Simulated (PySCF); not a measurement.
Screening by computed properties: pick the candidate that meets the target.

Each SMILES stands for a single optimised conformer of the isolated species, non-relativistic unless stated; the electronic structure was computed with PySCF and density fitting.

Dipoles, sizes and rotational constants follow the conformer. The torsions of the flexible species, by atom-mapped SMILES:
- `[Cl:1][c:2]1[n:3][n:4][cH:5][n:6]1[CH:7]1[CH2:8][CH2:9]1`: C5–N6–C7–C8 35°
- `[F:1][C@@H:2]([SiH3:3])[Si@@H:4]([F:5])[Cl:6]`: F1–C2–Si4–F5 173°
- `[O:1]=[C:2]([Cl:3])[c:4]1[cH:5][cH:6][cH:7][o:8]1`: O1–C2–C4–C5 0°
- `[CH3:1]/[CH:2]=[N:3]/[C@@H:4]1[CH:5]=[CH:6][SiH2:7]1`: C2–N3–C4–C5 16°

The conformers of `F[C@@]12C=C[C@@H](C1)[C@@H](Cl)C2` aren't listed.

Question: Wanted: dipole moment between 2 D and 4.3 D (PBE0/def2-SVPD) and HOMO–LUMO gap below 6 eV (PBE0/def2-SVPD), at GFN2-xTB geometries. Which candidate meets both?
A. `Fc1ccc(F)c(F)c1`
B. `Clc1nncn1C1CC1`
C. `c1(cc(cco1)Cl)=O`
D. `o1cccc1C(Cl)=O`
E. `C[C@@H]1C(=O)C(F)=C(Cl)C1=O`
F. `C/N=C\C#CC[SiH3]`
G. `F[C@@H]([SiH3])[Si@@H](F)Cl`

Answer: C. Computed values:
```
                    species  dipole moment  HOMO–LUMO gap
C[C@@H]1C(=O)C(F)=C(Cl)C1=O         0.64 D        4.92 eV
F[C@@H]([SiH3])[Si@@H](F)Cl         0.84 D        8.08 eV
            Fc1ccc(F)c(F)c1         1.51 D        6.44 eV
           C/N=C\C#CC[SiH3]         2.94 D        6.16 eV
           c1(cc(cco1)Cl)=O         4.04 D        5.21 eV
             o1cccc1C(Cl)=O         4.54 D        5.41 eV
             Clc1nncn1C1CC1         6.18 D        7.34 eV
```

Question: Wanted: electronic spatial extent ⟨r²⟩ about the centre of nuclear charge below 1100 bohr² (PBE0/def2-SVPD) and static isotropic polarisability above 85 au (PBE0/def2-SVPD), at GFN2-xTB geometries. Which candidate meets both?
A. `C/C=N/[C@@H]1C=C[SiH2]1`
B. `F[C@@H]([SiH3])[Si@@H](F)Cl`
C. `C/N=C\C#CC[SiH3]`
D. `c1c(c(F)cc(F)c1)F`
E. `C[C@@H]1C(=O)C(F)=C(Cl)C1=O`
F. `O=C(Cl)c1ccco1`

Answer: A. Computed values:
```
                    species  electronic spatial extent ⟨r²⟩ about the centre of nuclear charge  static isotropic polarisability
    C/C=N/[C@@H]1C=C[SiH2]1                                                         1072 bohr²                          93.3 au
             O=C(Cl)c1ccco1                                                         1091 bohr²                          80.2 au
          c1c(c(F)cc(F)c1)F                                                         1109 bohr²                          67.7 au
F[C@@H]([SiH3])[Si@@H](F)Cl                                                         1159 bohr²                          77.1 au
           C/N=C\C#CC[SiH3]                                                         1561 bohr²                         100.6 au
C[C@@H]1C(=O)C(F)=C(Cl)C1=O                                                         1595 bohr²                          90.7 au
```

Question: Wanted: smallest rotational constant above 1 GHz (GFN2-xTB) and lowest singlet excitation above 5.3 eV (TDDFT PBE0/def2-SVPD), at GFN2-xTB geometries. Which candidate meets both?
A. `C1(n2cnnc2Cl)CC1`
B. `C/C=N/[C@@H]1C=C[SiH2]1`
C. `C[C@@H]1C(=O)C(F)=C(Cl)C1=O`
D. `F[C@@H]([SiH3])[Si@@H](F)Cl`
E. `C/N=C\C#CC[SiH3]`

Answer: D. Computed values:
```csv
species,smallest rotational constant,lowest singlet excitation
C[C@@H]1C(=O)C(F)=C(Cl)C1=O,0.661 GHz,3.22 eV
C/N=C\C#CC[SiH3],0.746 GHz,4.41 eV
C1(n2cnnc2Cl)CC1,0.830 GHz,5.70 eV
F[C@@H]([SiH3])[Si@@H](F)Cl,1.124 GHz,6.59 eV
C/C=N/[C@@H]1C=C[SiH2]1,1.193 GHz,4.98 eV
```

Question: Wanted: lowest triplet excitation (Tamm–Dancoff) below 4 eV (TDA PBE0/def2-SVPD) and HOMO energy below -7.4 eV (PBE0/def2-SVPD), at GFN2-xTB geometries. Which candidate meets both?
A. `C1([C@H](C(C(=C1F)Cl)=O)C)=O`
B. `C/N=C\C#CC[SiH3]`
C. `F[C@@]12C=C[C@@H](C1)[C@@H](Cl)C2`
D. `N(/[C@@H]1C=C[SiH2]1)=C\C`
E. `F[C@@H]([SiH3])[Si@@H](F)Cl`

Answer: A. Computed values:
```
                          species  lowest triplet excitation (Tamm–Dancoff)  HOMO energy
     C1([C@H](C(C(=C1F)Cl)=O)C)=O                                   2.77 eV     -8.14 eV
                 C/N=C\C#CC[SiH3]                                   3.61 eV     -7.19 eV
F[C@@]12C=C[C@@H](C1)[C@@H](Cl)C2                                   4.11 eV     -7.58 eV
        N(/[C@@H]1C=C[SiH2]1)=C\C                                   4.24 eV     -6.87 eV
      F[C@@H]([SiH3])[Si@@H](F)Cl                                   6.04 eV     -8.59 eV
```
